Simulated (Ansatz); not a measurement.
GeEt2(OAc)2 (C8H16GeO4). Charge 0, multiplicity 1. Geometry PBE-D4/def2-SVP.

```xyz
29

Ge   -0.256   -0.308    0.605
C     0.135   -2.227    0.680
C     1.473   -2.638    0.058
H    -0.721   -2.730    0.182
H     0.079   -2.510    1.754
H     1.618   -3.736    0.122
H     1.528   -2.333   -1.004
H     2.321   -2.149    0.576
C    -1.468    0.457    1.935
C    -2.883   -0.127    1.853
H    -1.462    1.549    1.744
H    -1.011    0.294    2.933
H    -3.555    0.342    2.601
H    -3.329    0.042    0.852
H    -2.896   -1.220    2.043
O    -1.132    0.120   -0.982
C    -0.395    0.126   -2.105
C    -1.144    0.706   -3.281
O     0.764   -0.267   -2.146
H    -0.599    0.501   -4.218
H    -1.223    1.803   -3.134
H    -2.176    0.308   -3.328
O     1.421    0.482    0.736
C     1.513    1.767    0.345
C     2.944    2.250    0.306
O     0.542    2.439    0.030
H     2.971    3.347    0.190
H     3.447    1.776   -0.561
H     3.492    1.935    1.215
```

The 6-31G sets use Cartesian d functions. Single mean-field runs in def2-TZVP are fitted with def2-universal-jkfit.

Q: Estimate the orbital energies around the gap (eV) in Ansatz with HF/6-31G, PBE-D4/def2-SVP, PBE-D4/def2-TZVP, PBE0-D4/def2-SVP, PBE0-D4/def2-TZVP.

A: 
| orbital | HF/6-31G | PBE-D4/def2-SVP | PBE-D4/def2-TZVP | PBE0-D4/def2-SVP | PBE0-D4/def2-TZVP |
| --- | --- | --- | --- | --- | --- |
| HOMO−9 | -14.12 | -8.81 | -8.93 | -10.41 | -10.46 |
| HOMO−8 | -13.71 | -8.52 | -8.62 | -10.02 | -10.08 |
| HOMO−7 | -13.53 | -8.25 | -8.37 | -9.77 | -9.84 |
| HOMO−6 | -13.22 | -7.79 | -7.91 | -9.43 | -9.48 |
| HOMO−5 | -12.77 | -7.64 | -7.73 | -9.12 | -9.15 |
| HOMO−4 | -12.68 | -7.40 | -7.54 | -8.96 | -9.03 |
| HOMO−3 | -12.50 | -7.00 | -7.16 | -8.59 | -8.67 |
| HOMO−2 | -12.03 | -6.67 | -6.76 | -8.02 | -8.04 |
| HOMO−1 | -11.90 | -5.94 | -6.11 | -7.69 | -7.77 |
| HOMO | -10.98 | -5.87 | -6.05 | -7.62 | -7.70 |
| LUMO | 4.26 | -0.74 | -0.90 | 0.32 | 0.21 |
| LUMO+1 | 4.32 | -0.70 | -0.87 | 0.37 | 0.25 |
| LUMO+2 | 4.84 | 0.16 | -0.22 | 1.17 | 0.67 |
| LUMO+3 | 4.99 | 0.44 | 0.07 | 1.34 | 0.97 |
| LUMO+4 | 5.48 | 0.84 | 0.49 | 1.78 | 1.44 |
| LUMO+5 | 6.45 | 1.46 | 0.87 | 2.43 | 1.76 |
